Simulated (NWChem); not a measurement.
# Basis-set dependence for BF

```
B
F 1 1.2635
```
Charge 0, spin multiplicity 1.

Program: NWChem. The geometry was optimised at B3LYP/def2-SVP, a minimum by its harmonic frequencies.

Hartree-Fock energies in Ha, correlation energies in mHa.

The correlated methods keep 2 core orbitals frozen. The structure started from a generated list of species. Coupled-cluster values serve here as a point of comparison, not as the truth.

```csv
basis,functions,RHF,MP2,SCS-MP2,CCSD,CCSD+T(CCSD),CCSD(T),CR-CCSD[T],CR-CCSD(T),CCSDT
STO-3G,10,-122.35611,-62.0,-62.6,-77.9,-86.3,-84.8,-85.5,-84.1,-84.9
def2-SVP,28,-124.00286,-246.8,-241.2,-262.5,-269.4,-268.3,-268.2,-267.4,-268.7
def2-TZVP,62,-124.16223,-319.8,-315.6,-332.8,-344.3,-343.4,-342.4,-341.7,not run
def2-QZVP,114,-124.16806,-348.8,-346.6,-358.5,-371.7,-370.9,-369.5,-368.9,not run
```

From def2-TZVP to def2-QZVP the Hartree-Fock energy moves by -5.8 mHa and the MP2 correlation energy by -29.0 mHa, which is 8 % of its value in the larger set.
